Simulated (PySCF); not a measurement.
An unknown is described by computed data only.

Formula: C4H13FN2Si2.

| Quantity | Value |
| --- | --- |
| Rotational structure | rotational constants A, B, C: 1.903, 0.584, 0.538 GHz [GFN2-xTB] |
| 1H NMR | chemical shifts (computed TMS as zero) by class: 5.50 (1 H), 4.94 (1 H), 4.22 (3 H), 2.69 (6 H), 0.36 (2 H) ppm [GIAO PBE0/pcSseg-1] |
| NMR, other nuclei | isotropic shieldings of nuclei other than C and H, by class: 244 (1 N), 245 (1 N), 240 (1 F), 383 (1 Si), 441 (1 Si) ppm [GIAO PBE0/pcSseg-1] |
| 13C NMR | chemical shifts (computed TMS as zero) by class: 196.7 (1 C), 113.3 (1 C), 39.5 (2 C) ppm [GIAO PBE0/pcSseg-1] |
| Dipole | 2.19 D [PBE0/pcSseg-1] |

The electronic properties come from PySCF, for the isolated species, density fitting. Levels stand in brackets. Isolated species at its GFN2-xTB geometry (one conformer only). GFN2-xTB frequencies show an imaginary mode (25i cm⁻¹), so this geometry is no minimum at that level. NMR classes are plain means over equivalent atoms (diastereotopic ones count apart unless rotation or inversion swaps them), as if these changed places fast.

**Question.** Propose a structure and show how it fits.

**Answer.** Numbering: `[CH3:1][N:2]([CH3:3])[Si@H:4]([NH2:5])/[C:6]([F:7])=[CH:8]/[SiH3:9]`. Its formula, C4H13FN2Si2, gives 1 degree of unsaturation: 0 rings and 1 π bond in the structure found. 4 carbons fall into 3 classes; from least to most shielded: vinylic C–F carbon [C6] (196.7 ppm), alkene CH carbon [C8] (113.3 ppm), N-methyl carbon [C1/C3] (39.5 ppm, 2 C). Hydrogen classes from least to most shielded: 1 H on an alkene CH carbon, C8 (5.50 ppm), 1 H on an SiH silicon, Si4 (4.94 ppm), 3 H on an SiH3 silicon, Si9 (4.22 ppm, a mean of values up to 0.6 ppm apart in this geometry), 6 H on 2 N-methyl carbons, C1/C3 (2.69 ppm, a mean of values up to 1.1 ppm apart in this geometry), 2 H on a silicon-bound nitrogen, N5 (0.36 ppm). The other shieldings belong to: 244 ppm, silicon-bound nitrogen [N2]; 245 ppm, silicon-bound nitrogen [N5]; 240 ppm, vinyl fluorine [F7]; 383 ppm, SiH silicon [Si4]; 441 ppm, SiH3 silicon [Si9]. The optimised geometry has point group C1 and is an asymmetric top. Structure: `CN(C)[Si@H](N)/C(F)=C/[SiH3]`. Computed isomers that give other values at the same levels: `C[C@@H]1N[SiH2]N(C)[SiH2][C@@H]1F` (13C chemical shifts (computed TMS as zero) by class: 93.0 (1 C), 51.3 (1 C), 31.4 (1 C), 23.3 (1 C) ppm); `C[C@@H]1N[SiH2]N(C)[SiH2][C@H]1F` (13C chemical shifts (computed TMS as zero) by class: 91.9 (1 C), 51.1 (1 C), 30.2 (1 C), 24.5 (1 C) ppm); `F[C@@H]1CN([SiH3])C[C@@H]1N[SiH3]` (13C chemical shifts (computed TMS as zero) by class: 97.0 (1 C), 65.8 (1 C), 62.7 (1 C), 61.9 (1 C) ppm). The assignments are read from this structure; whether some other isomer fits the data as well wasn't checked. The mirror image fits equally.

Conformer computed: `[CH3:1][N:2]([CH3:3])[Si@H:4]([NH2:5])/[C:6]([F:7])=[CH:8]/[SiH3:9]`: C1–N2–Si4–N5 161°, N2–Si4–C6–F7 -105°, H–N5–Si4–N2 -178°, H–N5–Si4–N2 -41°.
